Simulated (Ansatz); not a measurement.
Reaction (formal hydrolysis of a B–C bond): `CCBS[SiH3]` + H₂O → `OBS[SiH3]` + `CC`

Computed with Ansatz on PBE0-D4/def2-TZVP structures; ΔE is electronic, products minus reactants. CBS: MP2 limit from def2 TZ/QZ plus the TZ coupled-cluster correction, frozen cores. This one scheme is used for every species. Functionals use def2-TZVPP. B3LYP here is the variant with VWN-RPA as its local correlation; programs differ in this. HSE06 is defined as in plane-wave codes. One conformer a species, not always the lowest.

```json
{"level": "PBE-D4", "ΔE (kcal/mol)": "-29.4", "difference from CCSD(T)/CBS": "-1.5"}
{"level": "PBE-QIDH", "ΔE (kcal/mol)": "-29.1", "difference from CCSD(T)/CBS": "-1.2"}
{"level": "PBE", "ΔE (kcal/mol)": "-30.3", "difference from CCSD(T)/CBS": "-2.4"}
{"level": "B3LYP", "ΔE (kcal/mol)": "-31.7", "difference from CCSD(T)/CBS": "-3.8"}
{"level": "HSE06", "ΔE (kcal/mol)": "-29.7", "difference from CCSD(T)/CBS": "-1.8"}
{"level": "BHLYP", "ΔE (kcal/mol)": "-31.5", "difference from CCSD(T)/CBS": "-3.6"}
{"level": "HF/def2-SVP", "ΔE (kcal/mol)": "-34.1", "difference from CCSD(T)/CBS": "-6.2"}
{"level": "MP2/def2-TZVPP", "ΔE (kcal/mol)": "-28.4", "difference from CCSD(T)/CBS": "-0.5"}
{"level": "CCSD(T)/def2-TZVPP", "ΔE (kcal/mol)": "-28.8", "difference from CCSD(T)/CBS": "-0.9"}
{"level": "SCS-MP2/def2-QZVPP", "ΔE (kcal/mol)": "-28.6", "difference from CCSD(T)/CBS": "-0.7"}
{"level": "CCSD(T)/CBS", "ΔE (kcal/mol)": "-27.9", "difference from CCSD(T)/CBS": "0"}
```

Largest T1 diagnostic among the species: 0.014.

Leaving LDA and LC-ωPBE aside and taking each functional with its dispersion term where it has one, the values, not all of them listed here, spread over 2.4 kcal/mol, from CAM-B3LYP-D4 to revPBE-D4. LDA lies −0.8 kcal/mol from PBE without D4. At CCSD(T), def2-SVP lies −5.8 kcal/mol from the extrapolated value and def2-TZVPP −0.9 kcal/mol.
